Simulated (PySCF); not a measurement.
Nb(O)(F)2(OH) (F2HNbO2), SMILES [F][Nb]([OH])(=[O])[F], multiplicity 1.

Geometry: B3LYP-D3(BJ)/def2-SVP. The multiplicity is an assumed one; no other spin state was optimised. The structure was generated by enumeration; whether it is a known compound was not checked. The def2 effective core potentials stand for the cores of Nb; spin–orbit coupling is left out. Other conformers were not sampled.

All values below come from TDDFT-PBE0/def2-SVPD (PySCF 2.14.0).

Vertical excitations. Gas-phase values at a fixed geometry. State labels are in the subgroup Cs.

| state | symmetry | energy (eV) | λ (nm) | f | main pairs |
|---|---|---|---|---|---|
| S1 | A" | 6.22 | 199 | 0.001 | HOMO→LUMO 82 % |
| S2 | A' | 6.47 | 192 | 0.002 | HOMO−1→LUMO 52 %, HOMO→LUMO+1 46 % |
| S3 | A" | 6.48 | 191 | 0.000 | HOMO−1→LUMO+1 85 % |
| S4 | A' | 6.53 | 190 | 0.000 | HOMO−2→LUMO 77 % |
| S5 | A" | 6.61 | 187 | 0.002 | HOMO−2→LUMO+1 89 % |
| S6 | A' | 6.86 | 181 | 0.020 | HOMO→LUMO+1 37 %, HOMO−1→LUMO 31 %, HOMO−2→LUMO 15 % |
| S7 | A" | 7.09 | 175 | 0.002 | HOMO−3→LUMO 97 % |
| S8 | A' | 7.35 | 169 | 0.003 | HOMO−4→LUMO 49 %, HOMO−3→LUMO+1 43 % |
| S9 | A" | 7.51 | 165 | 0.001 | HOMO−4→LUMO+1 46 %, HOMO→LUMO+2 37 %, HOMO→LUMO+3 12 % |
| S10 | A" | 7.57 | 164 | 0.000 | HOMO−4→LUMO+1 36 %, HOMO→LUMO+2 28 %, HOMO−1→LUMO+4 19 %, HOMO→LUMO+3 10 % |
| T1 | A' | 5.60 | 221 | 0 | HOMO−1→LUMO 35 %, HOMO→LUMO+1 25 %, HOMO−2→LUMO 18 %, HOMO→LUMO+4 6 % |
| T2 | A" | 5.86 | 211 | 0 | HOMO→LUMO 67 %, HOMO−1→LUMO+1 20 % |
| T3 | A' | 5.91 | 210 | 0 | HOMO→LUMO+1 55 %, HOMO−2→LUMO 24 %, HOMO−1→LUMO 9 % |
| T4 | A' | 6.04 | 205 | 0 | HOMO−2→LUMO 47 %, HOMO−1→LUMO 38 % |
Triplets are in the Tamm–Dancoff approximation, which puts them higher than full response would, so one can lie above its singlet here.
